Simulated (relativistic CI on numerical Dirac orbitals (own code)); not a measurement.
Crystal-field levels of V+, 3d4

Calculated by Dirac-Coulomb-Breit CI, separate exchange-only KLI orbitals for each configuration, model QED, valence Slater integrals scaled by 0.75, one configuration in a parametric crystal field (own radial code).

Field parameters in Wybourne normalisation: Oh B⁴₀ = 21Dq, B⁴₄ = √(5/14) B⁴₀. The field is a parameter set, without covalency.

S and J are read from ⟨S²⟩ = S(S + 1) and ⟨J²⟩ = J(J + 1) of each level; they are not fictitious spins.

Oh, 10Dq = 2400 cm⁻¹, the lowest 16 levels:

```
E (cm⁻¹)  Degeneracy  Irrep     S     J
     0.0           1     A1  2.00  2.82
     3.6           3     T1  2.00  2.87
     7.1           2      E  2.00  2.92
    10.2           3     T2  2.00  2.96
    13.4           1     A2  2.00  3.00
    2354           3     T2  2.00  2.39
    2356           3     T1  2.00  2.47
    2359           1     A1  2.00  2.58
    2443           3     T1  2.00  3.31
    2444           2      E  2.00  3.35
    2500           3     T2  2.00  3.79
   10240           1     A1  1.00  5.11
   10263           3     T1  1.00  4.87
   10283           3     T2  1.00  4.24
   10287           2      E  1.00  4.23
   11660           3     T2  1.00  5.13
```

Oh, 10Dq = 4300 cm⁻¹, the lowest 16 levels:

```csv
E (cm⁻¹),Degeneracy,Irrep,S,J
0.0,1,A1,2.00,2.90
2.6,3,T1,2.00,2.93
5.2,2,E,2.00,2.95
7.5,3,T2,2.00,2.98
9.8,1,A2,2.00,3.00
4250,3,T2,2.00,2.38
4250,3,T1,2.00,2.43
4251,1,A1,2.00,2.49
4338,3,T1,2.00,3.30
4338,2,E,2.00,3.32
4395,3,T2,2.00,3.78
8689,1,A1,1.00,4.81
8731,3,T1,1.00,4.60
8794,3,T2,1.00,4.07
8796,2,E,1.00,4.05
11774,3,T2,1.00,5.09
```

Oh, 10Dq = 6200 cm⁻¹, the lowest 16 levels:

```tsv
E (cm⁻¹)	Degeneracy	Irrep	S	J
0.0	1	A1	2.00	2.93
2.4	3	T1	2.00	2.95
4.7	2	E	2.00	2.97
6.9	3	T2	2.00	2.98
9.0	1	A2	2.00	3.00
6148	1	A1	2.00	2.45
6148	3	T1	2.00	2.41
6149	3	T2	2.00	2.38
6236	2	E	2.00	3.30
6236	3	T1	2.00	3.29
6293	3	T2	2.00	3.78
7020	1	A1	1.00	4.69
7070	3	T1	1.00	4.48
7151	3	T2	1.00	3.99
7153	2	E	1.00	3.97
11840	3	T2	1.00	5.06
```

Oh, 10Dq = 8100 cm⁻¹, the lowest 10 levels:

```csv
E (cm⁻¹),Degeneracy,Irrep,S,J
0.0,1,A1,2.00,2.95
2.5,3,T1,2.00,2.96
5.0,2,E,2.00,2.98
7.2,3,T2,2.00,2.99
9.5,1,A2,2.00,3.00
5292,1,A1,1.00,4.62
5346,3,T1,1.00,4.41
5437,3,T2,1.00,3.94
5439,2,E,1.00,3.93
8046,1,A1,2.00,2.44
```

Oh, 10Dq = 10000 cm⁻¹, the lowest 10 levels:

```csv
E (cm⁻¹),Degeneracy,Irrep,S,J
0.0,1,A1,2.00,2.96
3.1,3,T1,2.00,2.97
6.2,2,E,2.00,2.98
8.9,3,T2,2.00,2.99
11.6,1,A2,2.00,3.00
3531,1,A1,1.00,4.58
3586,3,T1,1.00,4.37
3682,3,T2,1.00,3.91
3684,2,E,1.00,3.90
9882,3,T2,0.06,4.72
```

The free-ion ground term has S = 2. Every field shown keeps that spin.

Levels of this model without a field, named by their leading LS term (the scale mimics covalency, so terms lie below those of the real free ion): 5D_0 0, 5D_1 31, 5D_2 93, 5D_3 182, 5D_4 297, 3H_4 11451, 3H_5 11508, 3H_6 11573 cm⁻¹.
